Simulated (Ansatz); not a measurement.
`[CH3][GeH]([NH2])[OH]` → CH₃NH₂ + `[OH][GeH]` at 298.15 K and 1 bar (germylene formation by 1,1-elimination).

Computed with Ansatz on PBE0-D4/def2-TZVP structures; ΔE is electronic, products minus reactants. CCSD(T)/CBS adds triple-zeta CCSD(T) − MP2 to the extrapolated MP2 energy (def2 sets, frozen cores). For Ge outer-core shells are correlated without core-valence functions, which leaves a few kJ/mol of doubt a bond. Scalar relativity is left out up to krypton. One conformer a species, not always the lowest.

```tsv
species	CCSD(T)/CBS energy (Eh)	H − E (kJ/mol)	S (J/(mol·K))
`[CH3][GeH]([NH2])[OH]`	-2248.30725	242.8	345.9
CH₃NH₂	-95.75281	180.0	240.4
`[OH][GeH]`	-2152.47759	63.5	255.1
```

H − E and S are ideal-gas, rigid-rotor, harmonic terms from PBE0-D4/def2-TZVP, for one conformer and one mirror image of each species. 1 Eh = 2625.50 kJ/mol, R = 8.31446 J/(mol·K).

Problem. By hand: ΔE, ΔH, ΔS and ΔG.

Solution. ΔE = (-95.75281) + (-2152.47759) − (-2248.30725) = 0.07685 Eh = 201.8 kJ/mol. Δ(H − E) = 180.0 + 63.5 − 242.8 = 0.7, so ΔH = 202.5 kJ/mol. ΔS = 240.4 + 255.1 − 345.9 = 149.6 J/(mol·K). ΔG = 202.5 − 298.15 × (149.6)/1000 = 157.9 kJ/mol.

Problem. By hand: the equilibrium constant, and the temperature at which ΔG would vanish if ΔH and ΔS stayed fixed.

Solution. log₁₀ K = −ΔG/(RT ln 10) = -27.7. ΔG = 0 at ΔH/ΔS = 1354 K.

The number of gas molecules changes by +1, which sets the sign of ΔS. A doubt of 5 kJ/mol in ΔE shifts log₁₀ K by 0.9 here. Other conformers and mirror images would add mixing entropy, several J/(mol·K) or more a flexible species. These are equilibria of isolated gas molecules and say nothing of rates. Largest T1 diagnostic: 0.016 (customary marks: 0.02 for closed shells, 0.045 for open ones).
